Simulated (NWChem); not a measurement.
**Atomisation of C2H4I**

```
C
H 1 1.1024
H 1 1.1034 2 108.32
H 1 1.1095 2 106.82 3 -115.08
C 1 1.4855 2 112.21 4 -123.62
H 5 1.0924 1 122.59 2 -154.23
I 5 2.0920 6 113.47 1 161.26
```
Charge 0, spin multiplicity 2.

The numbers come from NWChem runs, not from measurements. All single points use one geometry, from UB3LYP/def2-SVP with def2 effective core potentials on I, a minimum by its harmonic frequencies.

Basis set: def2-TZVP. The atomisation energy is electronic alone: no zero-point, thermal, spin-orbit or counterpoise terms. No value is extrapolated to the basis-set limit. Free atoms are single determinants with multiplicities C 3, I 2, H 2. Correlated methods freeze the same cores in atoms and molecule, 6 orbitals in all.

```json
[
 {"method": "PBE", "atomisation energy (kcal/mol)": "575.6", "relative cost": "1"},
 {"method": "BHandHLYP", "atomisation energy (kcal/mol)": "545.1", "relative cost": "under 3"},
 {"method": "PBE0", "atomisation energy (kcal/mol)": "566.9", "relative cost": "under 3"},
 {"method": "B3LYP", "atomisation energy (kcal/mol)": "559.2", "relative cost": "under 3"},
 {"method": "r2SCAN", "atomisation energy (kcal/mol)": "567.6", "relative cost": "under 3"},
 {"method": "HF", "atomisation energy (kcal/mol)": "417.0", "relative cost": "under 3"},
 {"method": "MP2", "atomisation energy (kcal/mol)": "547.2", "relative cost": "4"},
 {"method": "CAM-B3LYP", "atomisation energy (kcal/mol)": "561.2", "relative cost": "8"}
]
```

The values span 158.6 kcal/mol, from HF (lowest) to PBE (highest). The cost column gives rough processor time relative to PBE; each entry includes its own SCF. Costs are the molecule's.

Effective core potentials replace the inner electrons of I; spin-orbit coupling is left out. B3LYP has NWChem's definition, with VWN1-RPA local correlation. GW and range-separated runs recompute their integrals, the others keep them in memory, which bears on the times. The structure started from a generated list of species. No SCF solution was tested for a lower state. Open-shell Hartree-Fock references start from PBE0 orbitals; any time given for them includes that run.
